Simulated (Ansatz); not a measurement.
```yaml
crystal:
  periodic: [false, false, false]
  atoms:
    - {symbol: C, position_ang: [4.204631, 0.493783, 0.029871]}
    - {symbol: C, position_ang: [2.996995, -0.432526, 0.087965]}
    - {symbol: C, position_ang: [1.667578, 0.324729, 0.059302]}
    - {symbol: C, position_ang: [0.513577, -0.649513, 0.187013]}
    - {symbol: N, position_ang: [-0.861231, -0.040611, 0.035630]}
    - {symbol: C, position_ang: [-1.061218, 1.052083, 1.045188]}
    - {symbol: C, position_ang: [-1.906060, -1.120333, 0.258812]}
    - {symbol: C, position_ang: [-3.180101, -0.543827, -0.346962]}
    - {symbol: C, position_ang: [-2.703954, 0.455027, -1.436606]}
    - {symbol: C, position_ang: [-1.172998, 0.441822, -1.352508]}
    - {symbol: H, position_ang: [4.198017, 1.105961, -0.887974]}
    - {symbol: H, position_ang: [5.147552, -0.074548, 0.044788]}
    - {symbol: H, position_ang: [4.218233, 1.183791, 0.889644]}
    - {symbol: H, position_ang: [3.030202, -1.146763, -0.755844]}
    - {symbol: H, position_ang: [3.033093, -1.043680, 1.007349]}
    - {symbol: H, position_ang: [1.605972, 0.921674, -0.871843]}
    - {symbol: H, position_ang: [1.653625, 1.034214, 0.904154]}
    - {symbol: H, position_ang: [0.483191, -1.110726, 1.204054]}
    - {symbol: H, position_ang: [0.572695, -1.436054, -0.583893]}
    - {symbol: H, position_ang: [-0.864972, 0.584104, 2.039328]}
    - {symbol: H, position_ang: [-2.095869, 1.408979, 0.975881]}
    - {symbol: H, position_ang: [-0.371452, 1.872467, 0.814002]}
    - {symbol: H, position_ang: [-1.547965, -1.994665, -0.306702]}
    - {symbol: H, position_ang: [-1.878531, -1.361832, 1.345406]}
    - {symbol: H, position_ang: [-3.788724, -0.035277, 0.415994]}
    - {symbol: H, position_ang: [-3.804298, -1.348397, -0.761101]}
    - {symbol: H, position_ang: [-3.028149, 0.164424, -2.446663]}
    - {symbol: H, position_ang: [-3.102509, 1.464591, -1.255309]}
    - {symbol: H, position_ang: [-0.694348, 1.415870, -1.522322]}
    - {symbol: H, position_ang: [-0.732697, -0.293928, -2.043208]}
    - {symbol: Cl, position_ang: [-0.530285, -1.290850, 3.226534]}
basis:
  gaussian: {orbitals: def2-mTZVP, final_grid: {core_spheres: 5, valence_spheres: 4, degree: 11}}
hamiltonian: {xc: {name: PBE}, dispersion: d3bj}
charge: 1
```

```sh
$ ansatz run in.yaml --threads 4 --pin off --events-out ev --progress --plain --max-ram 6963MiB
```

Output, abridged:

```
Error: YAML parse error: error: line 38 column 1: unknown field `charge`, expected one of crystal, accuracy, basis, kpoints, hamiltonian, magnetization, projection, total_charge, correlation, batch, efield, external_charges, scf, relax, neb, saddle, md, ramp, phonons, dielectric, real_time, elastic, magnetic_configurations, gw, evaluate, workflow, output, checkpoint, execution
36 |   gaussian: {orbitals: def2-mTZVP, final_grid: {core_spheres: 5, …
37 | hamiltonian: {xc: {name: PBE}, dispersion: d3bj}
38 | charge: 1
```

Task: Something in this input is off. What?

Result: The input holds a key that doesn't belong there (the charge goes under total_charge). The program refused the input.
